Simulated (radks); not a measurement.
W4+, configuration [Kr] 4d10 4f14 5s1.75 5p6 5d2.25 (fractional occupations, a model configuration). Method: scalar-relativistic Kohn-Sham, exchange-only B88, spin-polarised, spherical densities, finite nucleus; open shells are filled with parallel spins first (spin-orbit coupling, left out, can overturn this in heavy ions); Fermi nuclear charge, rms radius 5.3658 fm; computed with a radial shooting solver on a logarithmic mesh with Libxc functionals. Some entries of the table are withheld. Estimate them.

orbital,occ.,eigenvalue (hartree),<r> (bohr),r(max) (bohr)
1s up,1,-2554.854,0.01835,0.01146
1s down,1,-2554.853,0.01835,0.01146
2s up,1,-442.3212,0.07757,0.06568
2s down,1,-442.3155,0.07757,0.06568
2p up,3,-387.1425,0.06943,0.05388
2p down,3,-387.1378,0.06943,0.05388
3s up,1,-103.0849,0.2011,0.1853
3s down,1,-103.0829,0.2011,0.1853
3p up,3,-86.73790,0.2013,0.1834
3p down,3,-86.73566,0.2013,0.1834
3d up,5,-67.90630,0.1824,0.1493
3d down,5,-67.90240,0.1824,0.1493
4s up,1,-22.52093,0.4496,0.4206
4s down,1,-22.51509,0.4496,0.4206
4p up,3,-17.15708,0.4780,0.4411
4p down,3,-17.15124,0.4780,0.4411
4d up,5,-10.35195,0.5114,0.4521
4d down,5,-10.34450,0.5112,0.4521
5s up,1,-4.49467,1.060,0.9612
5s down,0.75,-4.43350,1.054,0.9577
5p up,3,(1),1.224,1.086
5p down,3,(2),1.216,1.080
4f up,7,-2.81098,0.6060,0.4285
4f down,7,-2.79541,0.6018,0.4283
5d up,2.25,(3),1.662,1.401
5d down,0,(4),1.664,1.390

Answer. 
(1) 5p up eigenvalue (hartree): -3.15722
(2) 5p down eigenvalue (hartree): -3.08069
(3) 5d up eigenvalue (hartree): -1.61412
(4) 5d down eigenvalue (hartree): -1.52083
